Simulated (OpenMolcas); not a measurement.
**Se II: effect of the basis set**

| Property | Result |
| --- | --- |
| Program | OpenMolcas |
| Method | SS-RASPT2, IPEA 0.25 Eh, imaginary shift 0.1 Eh (closed shells correlated: 3d) |
| Active space | 5 electrons in 9 orbitals (RAS2 4s 4p; RAS3 4d, at most 2 electrons) |
| State averaging | 2S+1 = 4 odd, 1 root; 2S+1 = 2 odd, 8 roots; 2S+1 = 4 even, 3 roots; 2S+1 = 2 even, 8 roots |
| Spin-orbit coupling | RASSI with atomic mean-field integrals over the reference wave functions, term energies averaged over their components |

A. ANO-RCC-VTZP [6s5p3d1f], DKH2, point nucleus; CASPT2 step about 14 core-seconds
B. ANO-RCC-VQZP [7s6p4d2f1g], DKH2, point nucleus; CASPT2 step of the order of 19 core-seconds
C. ANO-RCC [9s8p6d4f2g], DKH2, point nucleus; CASPT2 step of the order of 30 core-seconds

Energies in eV above 4s2 4p3 4S* 3/2, the measured ground level; measured values from NIST Handbook of Basic Atomic Spectroscopic Data.

| Level | A | B | C | Measured |
| --- | --- | --- | --- | --- |
| 4s2 4p3 4S* 3/2 | 0.0000 | 0.0000 | 0.0000 | 0.0000 |
| 4s2 4p3 2D* 3/2 | 1.755 | 1.694 | 1.681 | 1.6326 |
| 4s2 4p3 2D* 5/2 | 1.812 | 1.751 | 1.739 | 1.7090 |
| 4s2 4p3 2P* 1/2 | 3.018 | 2.948 | 2.937 | 2.8564 |
| 4s2 4p3 2P* 3/2 | 3.090 | 3.019 | 3.009 | 2.9626 |
| 4s 4p4 4P 5/2 | 10.255 | 10.267 | 10.329 | 10.3994 |
| 4s 4p4 4P 3/2 | 10.451 | 10.459 | 10.523 | 10.6105 |
| 4s 4p4 4P 1/2 | 10.566 | 10.573 | 10.638 | 10.7169 |

Deviations, from unrounded energies. A percentage is the sum of absolute deviations over the sum of measured energies, with the sign that they share, or ± where signs differ.

| Against measurement | Levels | A | B | C |
| --- | --- | --- | --- | --- |
| mean absolute deviation (cm-1) | 7 | 1100 | 780 | 510 |
| other terms of the ground configuration (%) | 4 | +5.6 | +2.7 | +2.2 |
| other configurations (%) | 3 | -1.4 | -1.3 | -0.7 |

C lies closest to measurement on these levels and A furthest from it. The largest miss of C in the table is 4s 4p4 4P 3/2, by -700 cm-1. The ranking rests on the paired levels alone, and a cruder setting can come out closer through cancelling errors.

Among A to C the level of the table that moves most is 4s2 4p3 2P* 1/2, by 660 cm-1 (lowest in C, highest in A). Moves below CASPT2's spread within the term are not significant.

The run also gave levels led by 4s2 4p2 4d, which use shells meant for correlation; these and all levels above them are left out. Some terms mix strongly with configurations of 4d, whose occupation reaches 0.18 (4s 4p4 4P) (figures for A; the like holds for B, C). Computed and measured levels are paired by configuration, term and J; levels that our copy of the source lacks, or whose pairing is in doubt (as where it misses far off the trend of its configuration), stay unpaired and out of the deviations. Only configurations of the active space appear. The table leaves out levels that lie high or whose names do not pair safely across all columns.

* marks odd parity.
